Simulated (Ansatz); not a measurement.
C2H8Sn (SMILES C[CH2][SnH3]), singlet, geometry from GFN2-xTB (such geometries of metal compounds can be far from the true shape) (all electrons, no relativity), with bond 4-1 at 1.4 times its length; CASSCF(6,5)/STO-3G (Ansatz, a program for electronic structure).

Here is a job for Ansatz.
Ansatz 0.2 input:
```yaml
crystal:
  periodic: [false, false, false]
  atoms:
    - {symbol: Sn, position_ang: [0.61033109, 0.10692734, 0.01669651]}
    - {symbol: C, position_ang: [-1.32738123, -0.83307407, -0.23785690]}
    - {symbol: C, position_ang: [-2.48900507, 0.07834217, 0.10458552]}
    - {symbol: H, position_ang: [2.36773877, -1.30338993, -0.57436460]}
    - {symbol: H, position_ang: [0.76660125, 1.48085712, -0.90694667]}
    - {symbol: H, position_ang: [0.87980689, 0.57492776, 1.58948464]}
    - {symbol: H, position_ang: [-1.35604405, -1.72318171, 0.38838524]}
    - {symbol: H, position_ang: [-1.40863321, -1.16644688, -1.27107090]}
    - {symbol: H, position_ang: [-2.49457775, 0.96194125, -0.52901938]}
    - {symbol: H, position_ang: [-2.44084316, 0.40366110, 1.14095401]}
    - {symbol: H, position_ang: [-3.43016878, -0.44929224, -0.04149417]}
basis:
  gaussian:
    orbitals: STO-3G
hamiltonian:
  xc: hf
magnetization: {spin_polarized: false}
correlation: {active_space: {window: {electrons: 6, orbitals: 5}}}
```

Predict the main parts of the log of this Ansatz run.


```
Functional definition: HF
611 factors; integrals over basis functions are off by at most 4.3e-5 eV
mean field evaluation 1: about -164428.8963 eV, gradient 1.2e1 eV
mean field evaluation 2: about -164428.9872 eV, gradient 1.2e1 eV
mean field evaluation 4: about -164429.7849 eV, gradient 7.2e-1 eV
mean field evaluation 8: about -164429.7888 eV, gradient 1.9e-6 eV
mean field -164429.78882111 eV, -6042.6832846618 hartree, gradient 7.4e-7 eV, S^2 0.000000; 0 other end points of the search recorded, 0 dependent functions left out
reference -164429.78882111 eV, -6042.6832846618 hartree; 35, 35 occupied and 10, 10 virtual orbitals, 611 factors
state -164431.25611761 eV, -6042.7372068135 hartree
Total energy: -164431.25611761 eV, -6042.7372068135 hartree
```
